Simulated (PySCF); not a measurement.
C₄H₇FSi, SMILES C=C/C=C\[SiH2]F.

Coordinates come from a B3LYP-D3(BJ)/def2-SVP optimisation. The structure was generated by enumeration; whether it is a known compound was not checked. Other conformers were not sampled.

The numbers are results of PBE/def2-TZVP run with PySCF, not measurements.

Gas-phase values at a fixed geometry.

```json
{
 "total_energy": "-545.64232 hartree",
 "point_group": "Cs",
 "highest_occupied_level": "-6.19 eV",
 "lowest_empty_level": "-2.49 eV",
 "orbital_gap": "3.70 eV",
 "dipole_moment": "2.25 D",
 "quadrupole, principal values (traceless, Buckingham form, about the centre of nuclear charge)": "-3.43, -2.12, 5.55 D·Å",
 "mean_static_polarisability": "80.4 bohr³ (11.91 Å³)",
 "polarisability_principal_values": "51.8, 69.2, 120.2 bohr³"
}
```
